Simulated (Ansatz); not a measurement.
Ansatz (a program for electronic structure) job for GeF2ClBr, SMILES [F][Ge]([F])([Cl])[Br], PBE-D3(BJ)/def2-SVP. 

Ansatz 0.2 input:
```yaml
crystal:
  periodic: [false, false, false]
  atoms:
    - {symbol: F, position_ang: [1.28821387, 0.79934022, -1.36449495]}
    - {symbol: Ge, position_ang: [0.30767170, 0.46503283, -0.00000000]}
    - {symbol: F, position_ang: [1.28821385, 0.79934022, 1.36449496]}
    - {symbol: Cl, position_ang: [-1.33794038, 1.78710887, -0.00000000]}
    - {symbol: Br, position_ang: [-0.29395307, -1.70428644, -0.00000000]}
basis:
  gaussian:
    orbitals: def2-SVP
hamiltonian:
  xc: pbe
  dispersion: d3bj
relax: {f_tol: 0.002, max_steps: 200}
```

Output:

```
WARN ansatz: RAYON_NUM_THREADS=1 ignored (pool sized by the plan → 1); use --threads N
Functional definition: PBE
integrals: 0.06 GiB planned
1187 factors; their error is unknown
mean field: 0.30 GiB planned
mean field evaluation 1: about -144468.4224 eV, gradient 5.1e1 eV
mean field evaluation 2: about -144447.2952 eV, gradient 1.3e2 eV
mean field evaluation 4: about -144472.1590 eV, gradient 6.0e0 eV
mean field evaluation 8: about -144472.1136 eV, gradient 1.0e-1 eV
mean field evaluation 16: about -144472.1136 eV, gradient 4.2e-5 eV
mean field -144472.11364535 eV, -5309.2522497507 hartree, gradient 4.2e-5 eV, S^2 0.000000; 0 other end points of the search recorded, 0 dependent functions left out
the calculation of the forces begins
reference -144472.11367409 eV, -5309.2522508070 hartree; 51, 51 occupied and 59, 59 virtual orbitals, 1187 factors
relax step   1: F+E_penalty+E_count = -144472.24676298 eV  Δ(F+E_penalty+E_count) = +0.000e0 eV  max|allowed force component| = 5.503e-1 eV/Å  Δτ_max = 0.0000 Å  (27 SCF iters, accepted)
these checks for a lower state are left out or cut short: starts, cluster_reference, orbital_swaps, neighbouring_geometries, increment
integrals: 0.06 GiB planned
1187 factors; their error is unknown
mean field: 0.30 GiB planned
mean field -144472.13683806 eV, -5309.2531020673 hartree, gradient 3.3e-5 eV, S^2 0.000000; 0 other end points of the search recorded, 0 dependent functions left out
the calculation of the forces begins
reference -144472.13686687 eV, -5309.2531031261 hartree; 51, 51 occupied and 59, 59 virtual orbitals, 1187 factors
relax step   2: F+E_penalty+E_count = -144472.26866363 eV  Δ(F+E_penalty+E_count) = -2.190e-2 eV  max|allowed force component| = 3.169e-1 eV/Å  Δτ_max = 0.0253 Å  (26 SCF iters, accepted)
these checks for a lower state are left out or cut short: starts, cluster_reference, orbital_swaps, neighbouring_geometries, increment
integrals: 0.06 GiB planned
1187 factors; their error is unknown
mean field: 0.30 GiB planned
mean field -144472.13981385 eV, -5309.2532114255 hartree, gradient 3.5e-5 eV, S^2 0.000000; 0 other end points of the search recorded, 0 dependent functions left out
the calculation of the forces begins
reference -144472.13984264 eV, -5309.2532124836 hartree; 51, 51 occupied and 59, 59 virtual orbitals, 1187 factors
relax step   3: F+E_penalty+E_count = -144472.27151692 eV  Δ(F+E_penalty+E_count) = -2.853e-3 eV  max|allowed force component| = 5.157e-2 eV/Å  Δτ_max = 0.0087 Å  (27 SCF iters, accepted)
these checks for a lower state are left out or cut short: starts, cluster_reference, orbital_swaps, neighbouring_geometries, increment
integrals: 0.06 GiB planned
1187 factors; their error is unknown
mean field: 0.30 GiB planned
mean field evaluation 32: about -144472.1399 eV, gradient 2.4e-5 eV
mean field -144472.13985885 eV, -5309.2532130791 hartree, gradient 3.4e-5 eV, S^2 0.000000; 0 other end points of the search recorded, 0 dependent functions left out
the calculation of the forces begins
reference -144472.13988763 eV, -5309.2532141366 hartree; 51, 51 occupied and 59, 59 virtual orbitals, 1187 factors
relax step   4: F+E_penalty+E_count = -144472.27154045 eV  Δ(F+E_penalty+E_count) = -2.353e-5 eV  max|allowed force component| = 1.642e-2 eV/Å  Δτ_max = 0.0033 Å  (27 SCF iters, accepted)
these checks for a lower state are left out or cut short: starts, cluster_reference, orbital_swaps, neighbouring_geometries, increment
integrals: 0.06 GiB planned
1187 factors; their error is unknown
mean field: 0.30 GiB planned
mean field -144472.13990609 eV, -5309.2532148151 hartree, gradient 3.4e-5 eV, S^2 0.000000; 0 other end points of the search recorded, 0 dependent functions left out
the calculation of the forces begins
reference -144472.13993487 eV, -5309.2532158727 hartree; 51, 51 occupied and 59, 59 virtual orbitals, 1187 factors
relax step   5: F+E_penalty+E_count = -144472.27158703 eV  Δ(F+E_penalty+E_count) = -4.658e-5 eV  max|allowed force component| = 5.431e-3 eV/Å  Δτ_max = 0.0021 Å  (28 SCF iters, accepted)
these checks for a lower state are left out or cut short: starts, cluster_reference, orbital_swaps, neighbouring_geometries, increment
integrals: 0.06 GiB planned
1187 factors; their error is unknown
mean field: 0.30 GiB planned
mean field -144472.13990509 eV, -5309.2532147786 hartree, gradient 2.7e-5 eV, S^2 0.000000; 0 other end points of the search recorded, 0 dependent functions left out
the calculation of the forces begins
reference -144472.13993387 eV, -5309.2532158362 hartree; 51, 51 occupied and 59, 59 virtual orbitals, 1187 factors
relax step   6: F+E_penalty+E_count = -144472.27158786 eV  Δ(F+E_penalty+E_count) = -8.308e-7 eV  max|allowed force component| = 3.817e-4 eV/Å  Δτ_max = 0.0003 Å  (19 SCF iters, accepted)
integrals: 0.06 GiB planned
1187 factors; their error is unknown
mean field: 0.30 GiB planned
mean field evaluation 64: about -144472.1399 eV, gradient 2.7e-5 eV
mean field -144472.13990509 eV, -5309.2532147786 hartree, gradient 2.7e-5 eV, S^2 0.000000; 1 other end points of the search recorded, 0 dependent functions left out
the calculation of the forces begins
reference -144472.13993387 eV, -5309.2532158362 hartree; 51, 51 occupied and 59, 59 virtual orbitals, 1187 factors
Total energy: -144472.27161664 eV, -5309.2580550886 hartree
Atom 0 at     1.300747     0.804004    -1.382009 Å, force    -0.000031     0.000005    -0.000049 eV/Å
Atom 1 at     0.308626     0.465526     0.000000 Å, force    -0.000370     0.000382    -0.000000 eV/Å
Atom 2 at     1.300747     0.804004     1.382009 Å, force    -0.000031     0.000005     0.000049 eV/Å
Atom 3 at    -1.356209     1.800572    -0.000000 Å, force     0.000377    -0.000104    -0.000000 eV/Å
Atom 4 at    -0.301705    -1.727572    -0.000000 Å, force     0.000056    -0.000288    -0.000000 eV/Å
Dipole moment:    -0.232438    -0.161160     0.000000 e Å
```

Self-consistency was reached.

Cost: around 30 core-seconds (rough).
